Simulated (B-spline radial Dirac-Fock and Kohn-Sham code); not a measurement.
**Ir³⁺ 4d3/2: cross section and angular parameters**

System: iridium as Ir³⁺ in the configuration [Xe] 4f14 5d6; threshold 350.1 eV (orbital energy of the model). Calculated with a radial B-spline solver, using Dirac-Hartree-Slater photoionisation with a Latter tail; cross sections with all multipoles, angular parameters from the dipole term and its interference with E2.

The run's input, task.json:

```json
{"items": [{
  "Z": 77,
  "q": 3,
  "cfg": [[1, 0, 2], [2, 0, 2], [2, 1, 6], [3, 0, 2], [3, 1, 6], [3, 2, 10], [4, 0, 2], [4, 1, 6], [4, 2, 10], [4, 3, 14], [5, 0, 2], [5, 1, 6], [5, 2, 6]],
  "A": 193,
  "rrms": 5.4032,
  "do": "xps",
  "hv": [53.1, 63.2, 63.8, 70.0, 80, 85.3, 99.0, 102.0, 103.0, 106.0, 124.0, 200, 246.0, 300, 506.0, 717.0, 800, 1253.6, 1320.0, 1486.9, 2170.0, 2330.0, 3310.0, 3710.0, 4510.0, 4520.0, 4560.0, 8047.8, 11500.0, 12000]
}]}
```

Launch: `python xray2_run.py task.json out`

For linearly polarised light dσ/dΩ = σ/(4π) [1 + β P₂(cos θ) + (δ + γ cos²θ) sin θ cos φ], with θ from the polarisation vector and φ the angle between the beam and the projection of the electron momentum on the plane normal to the polarisation.

| hν (eV) | σ (kb) | β | γ | δ |
| --- | --- | --- | --- | --- |
| 506 | 216 | -0.554 | -0.156 | 0.168 |
| 717 | 237 | 0.341 | 0.167 | 0.077 |
| 800 | 223 | 0.533 | 0.176 | 0.049 |
| 1253.6 | 135 | 1.043 | 0.015 | 0.005 |
| 1320 | 124 | 1.082 | -0.003 | 0.005 |
| 1486.9 | ? | ? | ? | ? |
| 2170 | 49.6 | 1.319 | -0.016 | 0.021 |
| 2330 | 42.6 | 1.338 | 0.008 | 0.024 |
| 3310 | 18.9 | 1.385 | 0.218 | 0.045 |
| 3710 | 14.2 | 1.386 | 0.315 | 0.052 |
| 4510 | 8.48 | 1.376 | 0.507 | 0.066 |
| 4520 | 8.43 | 1.376 | 0.510 | 0.066 |
| 4560 | 8.24 | 1.375 | 0.519 | 0.067 |
| 8047.8 | 1.60 | 1.263 | 1.206 | 0.125 |
| 11500 | 0.520 | 1.149 | 1.679 | 0.183 |
| 12000 | 0.453 | 1.134 | 1.736 | 0.191 |

**Question.** Give the values at Al Kα (taken as 1486.9 eV).

**Answer.** σ = 102 kb, β = 1.158, γ = -0.034, δ = 0.006.
